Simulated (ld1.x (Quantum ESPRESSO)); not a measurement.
**hafnium TM: all-electron and pseudo phase curves**

hafnium (Hf), norm-conserving Troullier–Martins (Kleinman–Bylander form), made with ld1.x (Quantum ESPRESSO) 7.5 (PBE, scalar-relativistic). Core [Xe] 4f14, reference 5d2 6s0 6p0 (charge +2). Waves: 6p (bound, empty): rc 3.15 bohr; 5d (bound): rc 2.35 bohr; 6s (bound, empty): rc 2.40 bohr. Local part: the s channel. Core correction: none.

The phase is arctan(r·u′/u) with u = r·R(r), unwrapped; energies in Ry, scanned from -3 to 5 Ry. A pole is an energy at which the radial function vanishes at the test radius. The pseudo phase is shifted by a multiple of π to meet the all-electron one at the reference energy, and phase errors are pseudo minus all-electron; the curves can meet again beyond the range given. Levels narrower than the energy grid can be missing from the lists of poles.

| channel | radius (bohr) | reference energy (Ry) | poles, all-electron | poles, pseudo | unbroken range about the reference energy with phases within 0.05 rad | phase error 1 Ry above the reference energy (rad) |
| --- | --- | --- | --- | --- | --- | --- |
| s | 3.42 | -1.29 | -0.42, 4.74 | -0.46, 2.54 | below 0.4 | -0.011 |
| p | 3.42 | -0.88 | 0.61 | 0.46, 4.61 | below 1.0 | -0.018 |
| d | 3.42 | -1.23 | -1.01, 2.52 | -1.01, 3.15 | below 0.0 | +0.027 |

Phases in the d channel:

```
E (Ry)  all-electron  pseudo
 -3.00         1.361   1.362
 -2.76         1.346   1.347
 -2.52         1.326   1.327
 -2.28         1.299   1.300
 -2.04         1.258   1.259
 -1.80         1.183   1.186
 -1.56         0.983   0.988
 -1.32        -0.415  -0.411
 -1.08        -1.497  -1.495
 -0.84        -1.681  -1.676
 -0.60        -1.777  -1.768
 -0.36        -1.866  -1.848
 -0.12        -1.982  -1.944
  0.12        -2.180  -2.090
  0.36        -2.616  -2.366
  0.60        -3.468  -2.954
  0.84        -4.089  -3.729
  1.08        -4.354  -4.163
  1.32        -4.485  -4.366
  1.56        -4.563  -4.476
  1.80        -4.615  -4.545
  2.04        -4.654  -4.593
  2.28        -4.686  -4.629
  2.52        -4.713  -4.657
  2.76        -4.737  -4.681
  3.00        -4.760  -4.701
  3.24        -4.784  -4.719
  3.48        -4.809  -4.736
  3.72        -4.839  -4.752
  3.96        -4.876  -4.768
  4.20        -4.927  -4.785
  4.44        -5.003  -4.802
  4.68        -5.141  -4.822
  4.92        -5.454  -4.845
```
